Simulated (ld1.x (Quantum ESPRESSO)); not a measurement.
Reading a pseudo-wave (Ga)

Columns: radius, all-electron u(r) and pseudo u(r) of the 4s shell (level -8.96 eV) of gallium in the configuration [Ar] 3d10 4s2 4p1; PBEsol, scalar-relativistic, TM semilocal scheme, ld1.x (Quantum ESPRESSO) 7.5.

| r (bohr) | all-electron | pseudo |
| --- | --- | --- |
| 0.088 | -0.0958 | -0.0448 |
| 0.175 | -0.1752 | -0.0860 |
| 0.262 | 0.0067 | -0.1214 |
| 0.350 | 0.2004 | -0.1494 |
| 0.438 | 0.3022 | -0.1693 |
| 0.525 | 0.3082 | -0.1826 |
| 0.612 | 0.2467 | -0.1928 |
| 0.700 | 0.1449 | -0.2042 |
| 0.788 | 0.0255 | -0.2215 |
| 0.875 | -0.0953 | -0.2486 |
| 0.962 | -0.2100 | -0.2894 |
| 1.050 | -0.3152 | -0.3458 |
| 1.138 | -0.4071 | -0.4142 |
| 1.225 | -0.4843 | -0.4849 |
| 1.312 | -0.5482 | -0.5482 |
| 1.400 | -0.6003 | -0.6003 |
| 1.487 | -0.6405 | -0.6405 |
| 1.575 | -0.6709 | -0.6709 |
| 1.662 | -0.6920 | -0.6920 |
| 1.750 | -0.7054 | -0.7054 |
| 1.838 | -0.7120 | -0.7120 |
| 1.925 | -0.7128 | -0.7128 |
| 2.012 | -0.7087 | -0.7087 |
| 2.100 | -0.7005 | -0.7005 |
| 2.188 | -0.6887 | -0.6887 |
| 2.275 | -0.6742 | -0.6742 |

How many radial nodes do the two functions have?

The all-electron 4s function has n − l − 1 = 3 (the table is too coarse to show those close to the nucleus); the pseudo-wave has 0, since the states of the same l below it are removed with the core.

At about which radius was the pseudo-wave matched?

1.35 bohr, where the columns begin to agree (steps of 0.09 bohr).

Where does each function peak?

Outermost all-electron maximum near 1.93 bohr, pseudo maximum near 1.93 bohr (to the table’s step).

Is the pseudo-wave norm-conserving?

Yes: the TM semilocal scheme keeps the norm inside the radius equal to the all-electron one, which fixes the energy derivative of the logarithmic derivative at the level.
